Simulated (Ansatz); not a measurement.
Results of the Gaussian-basis code of Ansatz.

Basis-set series for `[AlH2][CH2][CH2][GaH2]`. Charge 0, multiplicity 1. The geometry is a stationary point of PBE0-D4/def2-TZVP. It is one conformer, not always the lowest.

```
functional       basis  functions  energy (Eh)  HOMO (eV)  LUMO (eV)
   PBE0-D4  def2-TZVPP        264  -2247.83073      -6.73      -1.52
   PBE0-D4  def2-QZVPP        513  -2247.88686      -6.73      -1.55
```

Task: Give the rows for def2-SVP. (Estimate.)

Result: The calculation gave: 
| functional | basis | functions | energy (Eh) | HOMO (eV) | LUMO (eV) |
| --- | --- | --- | --- | --- | --- |
| PBE0-D4 | def2-SVP | 118 | -2247.41204 | -6.72 | -1.49 |

Positive LUMOs are unbound and depend on the basis. Scalar relativity is left out up to krypton.
